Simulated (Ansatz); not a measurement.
`[Br][GaH][Br]` + `C=CBCl` → `[Cl][GaH][Br]` + `C=CBBr` at 700 K and 1 bar (redistribution).

Calculated with Ansatz (gas phase, PBE0-D4/def2-TZVP geometries, no zero-point term in ΔE). CBS: MP2 limit from def2 TZ/QZ plus the TZ coupled-cluster correction, frozen cores. For Br, Ga outer-core shells are correlated without core-valence functions, which leaves a few kJ/mol of doubt a bond. Scalar relativity is left out up to krypton. Each species was taken in one conformer, which may not be the lowest.

```csv
species,CCSD(T)/CBS energy (Eh),H − E (kJ/mol),S (J/(mol·K))
`[Br][GaH][Br]`,-7071.28437,66.5,383.5
`C=CBCl`,-563.09944,203.9,380.5
`[Cl][GaH][Br]`,-4957.74201,66.7,377.2
`C=CBBr`,-2676.63535,203.4,393.3
```

H − E and S are ideal-gas, rigid-rotor, harmonic terms from PBE0-D4/def2-TZVP, for one conformer and one mirror image of each species. 1 Eh = 2625.50 kJ/mol, R = 8.31446 J/(mol·K).

**Question.** By hand: ΔE, ΔH, ΔS and ΔG.

**Answer.** ΔE = (-4957.74201) + (-2676.63535) − (-7071.28437) − (-563.09944) = 0.00645 Eh = 16.9 kJ/mol. Δ(H − E) = 66.7 + 203.4 − 66.5 − 203.9 = -0.3, so ΔH = 16.6 kJ/mol. ΔS = 377.2 + 393.3 − 383.5 − 380.5 = 6.5 J/(mol·K). ΔG = 16.6 − 700 × (6.5)/1000 = 12.1 kJ/mol.

**Question.** By hand: the equilibrium constant, and the temperature at which ΔG would vanish if ΔH and ΔS stayed fixed.

**Answer.** log₁₀ K = −ΔG/(RT ln 10) = -0.9. ΔG = 0 at ΔH/ΔS = 2554 K, far beyond where these terms or the molecules hold.

The number of gas molecules stays the same, so ΔS is small and ΔH decides. A doubt of 5 kJ/mol in ΔE shifts log₁₀ K by 0.4 here. Other conformers and mirror images would add mixing entropy, several J/(mol·K) or more a flexible species. These are equilibria of isolated gas molecules and say nothing of rates. Largest T1 diagnostic: 0.012 (customary marks: 0.02 for closed shells, 0.045 for open ones).
